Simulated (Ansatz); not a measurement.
Cost and result up the ladder for the cluster B₈Sb₈ (16 atoms). Charge 0, multiplicity 1. Geometry: PBE-D4/def2-SVP.

Cartesian coordinates in Å:
```
B -0.4086 -1.0238 1.6562
B -0.8914 0.1344 0.4157
B -0.0585 -1.2189 -0.2430
B 1.6335 -0.5304 -0.4268
B -0.2752 1.6920 0.0418
B 1.3778 1.2687 0.0971
B 0.4066 0.3730 -0.9642
B -1.7630 -1.1136 -0.6345
Sb 2.9107 1.0986 1.6626
Sb -2.7358 -1.1317 1.3546
Sb 0.0625 1.0746 2.4458
Sb 0.8149 -2.8205 1.1446
Sb -1.7476 2.6725 -1.4500
Sb -0.0717 1.0284 -3.1323
Sb -2.6280 0.0196 -2.4517
Sb 3.3738 -1.5230 0.4840
```

Ansatz on 2 threads of AMD EPYC 7R13 on a shared host and a share (18 GiB) of an NVIDIA H100 80GB HBM3. Times are rough, and most runs start from the orbitals of an earlier one. No level here is sound enough to serve as a yardstick. Binding counts from free atoms at the same level (B doublet, Sb quartet; other spins of the atoms weren't run), without zero-point energy or a counterpoise term.

In the def2 sets Sb takes a core potential; there is no spin–orbit coupling. Correlated methods freeze 40 core orbitals; core or outer-core shells of Sb are correlated, in sets that lack core-valence functions. The rows differ in basis, and correlated rows in double-zeta sets carry the largest basis error. Single mean-field runs in def2-TZVP are fitted with def2-universal-jkfit. The structure comes from a short search, and lower isomers may exist.

Run but left out: PBE-QIDH/def2-TZVP (restricted singlet, unstable in another Hartree–Fock run and untested here).

Correlated methods converge slowly with the basis, most of all in double-zeta sets.

```csv
level,functions,wall time
PBE-D4/def2-SVP,320,11 s
MP2/def2-SVP,320,13 s
PBE0-D4/def2-SVP,320,15 s
PBE-D4/def2-TZVP (with forces),648,16 s
r2SCAN-D4/def2-TZVP,648,17 s
RPA@PBE/def2-SVP,320,17 s
PBE0-D4/def2-TZVP,648,19 s
```

Question: Estimate what each level gives for the binding energy per atom (eV).

Answer: 
| level | binding energy per atom (eV) | remarks |
| --- | --- | --- |
| PBE-D4/def2-SVP | 4.02 | – |
| MP2/def2-SVP | 3.59 | restricted SCF unstable |
| PBE0-D4/def2-SVP | 3.85 | restricted SCF unstable in HF |
| PBE-D4/def2-TZVP (with forces) | 3.98 | restricted SCF unstable in HF |
| r2SCAN-D4/def2-TZVP | 3.72 | restricted SCF unstable in HF |
| RPA@PBE/def2-SVP | 3.13 | – |
| PBE0-D4/def2-TZVP | 3.81 | restricted SCF unstable in HF |
